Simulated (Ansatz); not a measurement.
```yaml
crystal:
  periodic: [false, false, false]
  atoms:
    - {symbol: Au, position_ang: [1.523836, 0.390640, -0.379355]}
    - {symbol: Au, position_ang: [-0.081102, 1.008267, 1.685234]}
    - {symbol: Au, position_ang: [0.134404, -1.243283, -2.100836]}
    - {symbol: H, position_ang: [-0.967634, -2.139875, -2.828151]}
    - {symbol: H, position_ang: [-1.446963, 1.183609, 2.825444]}
    - {symbol: H, position_ang: [1.507331, 1.317332, 1.137005]}
    - {symbol: H, position_ang: [-0.774935, -0.795079, -0.755959]}
    - {symbol: H, position_ang: [-1.738400, 0.653572, 2.246597]}
    - {symbol: H, position_ang: [1.843463, -0.375204, -1.829988]}
basis:
  gaussian: {orbitals: def2-SVPD}
magnetization: {spin_polarized: true, initial_magnetization: 1}
hamiltonian: {xc: {name: B3LYP}}
scf: {omitted_lower_state_checks: [starts]}
output: {forces: true}
```

```sh
$ ansatz run in.yaml --threads 4 --pin off --events-out ev --progress --plain --max-ram 3916MiB
```

Shortened log:

```
Functional definition: B3LYP
  name "B3LYP"
  cite "Stephens, Devlin, Chabalowski & Frisch, J. Phys. Chem. 98, 11623 (1994) doi:10.1021/j100096a001"
  cite "Becke, Phys. Rev. A 38, 3098 (1988) doi:10.1103/PhysRevA.38.3098"
  cite "Lee, Yang & Parr, Phys. Rev. B 37, 785 (1988) doi:10.1103/PhysRevB.37.785"
  cite "Vosko, Wilk & Nusair, Can. J. Phys. 58, 1200 (1980) doi:10.1139/p80-159"
  parameter a0 = 0.2
  parameter ax = 0.72
  parameter ac = 0.81
  exchange = (1 - a0 - ax)*slater_x + ax*b88_x + a0*exact_x
  correlation = (1 - ac)*vwn_rpa_c + ac*lyp_c
these checks for a lower state are left out or cut short: starts
1461 factors; integrals over basis functions are off by at most 1.2e-3 eV
mean field evaluation 1: about -11179.6424 eV, gradient 1.5e1 eV
mean field evaluation 2: about -11178.6597 eV, gradient 2.3e1 eV
mean field evaluation 4: about -11180.8639 eV, gradient 1.1e0 eV
mean field evaluation 8: about -11180.9295 eV, gradient 7.1e-2 eV
mean field evaluation 16: about -11180.9295 eV, gradient 2.6e-4 eV
mean field -11180.92947680 eV, -410.8915795663 hartree, gradient 4.8e-5 eV, S^2 0.753580; 0 other end points of the search recorded, 0 dependent functions left out
the calculation of the forces begins
reference -11180.92977682 eV, -410.8915905917 hartree; 32, 31 occupied and 121, 122 virtual orbitals, 1461 factors
Total energy: -11180.92977682 eV, -410.8915905917 hartree
Atom 0 at     1.523836     0.390640    -0.379355 Å, force     0.229512     0.064597    -0.042555 eV/Å
Atom 1 at    -0.081102     1.008267     1.685234 Å, force    -0.030720     0.045077     0.094172 eV/Å
Atom 2 at     0.134404    -1.243283    -2.100836 Å, force    -0.020496    -0.103957    -0.160688 eV/Å
Atom 3 at    -0.967634    -2.139875    -2.828151 Å, force    -0.119145    -0.105624    -0.088205 eV/Å
Atom 4 at    -1.446963     1.183609     2.825444 Å, force    -0.129353    -0.024250     0.056117 eV/Å
Atom 5 at     1.507331     1.317332     1.137005 Å, force     0.118786     0.098517     0.078556 eV/Å
Atom 6 at    -0.774935    -0.795079    -0.755959 Å, force    -0.080277     0.012306     0.074168 eV/Å
Atom 7 at    -1.738400     0.653572     2.246597 Å, force    -0.094598     0.023601     0.089862 eV/Å
Atom 8 at     1.843463    -0.375204    -1.829988 Å, force     0.126290    -0.010266    -0.101426 eV/Å
Dipole moment:    -0.277215     0.524928     1.031747 e Å
Checks for a lower state left out: starts
```

It took 5.5 s on 4 threads of Arm Neoverse V2 on a shared host, peak host memory 0.6 GiB.

In the def2 sets Au takes a core potential; there is no spin–orbit coupling. B3LYP takes the VWN-RPA correlation.
